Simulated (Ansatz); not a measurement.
This geometry of FH + H4OSn (8 atoms, charge 0, multiplicity 1) is a first-order saddle point.

Level of theory: Ansatz 0.2.0, RKS PBE0/def2-SVP.

```xyz
8
Properties=species:S:1:pos:R:3
Sn 0.064 -0.146 -0.111
O 0.132 -0.080 2.068
H -0.708 -0.121 2.539
H 1.598 0.246 -0.734
H -0.920 1.283 -0.108
H -0.872 -1.380 -0.832
F 1.044 -1.835 1.028
H 0.627 -1.093 1.874
```

(1) Which two structures does it join? (They come from a converged band through this point; their orientation in space is the band's.)

(2) How far does it lie above each of them?

Results:

(1) Bonds broken: Sn1–O2, F7–H8. Bonds formed: Sn1–F7, O2–H8. FH + H4OSn becomes FH3Sn + H2O.

First end point:

```xyz
8
Properties=species:S:1:pos:R:3
Sn -0.097 0.084 -0.100
O 0.059 -0.120 1.915
H -0.773 -0.032 2.393
H 1.506 0.298 -0.616
H -1.042 1.506 -0.290
H -0.908 -1.281 -0.725
F 1.339 -2.130 1.326
H 0.883 -1.450 1.821
```

Last end point:

```xyz
8
Properties=species:S:1:pos:R:3
Sn 0.313 -0.116 -0.341
O -0.522 -0.357 2.386
H -1.052 -1.149 2.525
H 1.276 -0.217 -1.761
H 0.070 1.497 0.139
H -1.059 -1.120 -0.486
F 1.550 -0.967 0.946
H 0.388 -0.696 2.315
```

(2) 26.5 kJ/mol above the first and 53.0 kJ/mol above the second. This is the barrier of this one path; another mechanism may lie lower. The orbitals stay closed-shell, which can raise the energy where a bond breaks towards radicals; this wasn't checked here.

The run took 10 min on 1 thread of Arm Neoverse N1, with other jobs on the host, peak memory 0.17 GiB.
